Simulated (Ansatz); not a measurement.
A structure relaxed at PBE-D4/def2-SVP in Ansatz, charge 0, singlet:

```xyz
26

C    -1.9150    2.2106    1.6930
C    -0.5061    1.9209    1.1861
N    -0.1551    0.4947    1.2751
C     0.4270   -0.1546    2.3517
C     0.6000   -1.4674    1.9809
N     0.1069   -1.5919    0.6932
C     0.2225   -2.7645   -0.1725
C    -0.3428   -0.3941    0.2854
H    -2.1248    3.2944    1.6033
H    -2.0399    1.9249    2.7575
H    -2.6746    1.6692    1.0939
H    -0.3766    2.1970    0.1206
H     0.2586    2.4727    1.7685
H     0.6794    0.3677    3.2790
H     1.0428   -2.3110    2.5182
H     1.2934   -2.9513   -0.3800
H    -0.2729   -2.5314   -1.1324
H    -0.2425   -3.6414    0.3174
H    -0.7402   -0.1826   -0.7171
F     0.0467    0.9492   -4.4991
Sb    1.0049    0.2204   -2.9917
F     1.7417   -1.2281   -4.0350
F    -0.5715   -0.9117   -2.5421
F     2.5279    1.3717   -3.2709
F     1.8452   -0.5267   -1.3761
F     0.1649    1.5632   -1.8068
```

Task: Give its formula, name or SMILES.

Result: 1-ethyl-3-methylimidazolium hexafluoroantimonate (C₆H₁₁F₆N₂Sb).

Task: Summarise the bond lengths by kind (pairs closer than 1.2 times the sum of covalent radii, bridged metal pairs left out).

Result: 6 × F–Sb 1.93 to 1.99 Å; 6 × C–N 1.34 to 1.47 Å; 2 × C–C 1.38 to 1.53 Å; 11 × C–H 1.09 to 1.11 Å.

In the def2 sets Sb takes a core potential; there is no spin–orbit coupling.
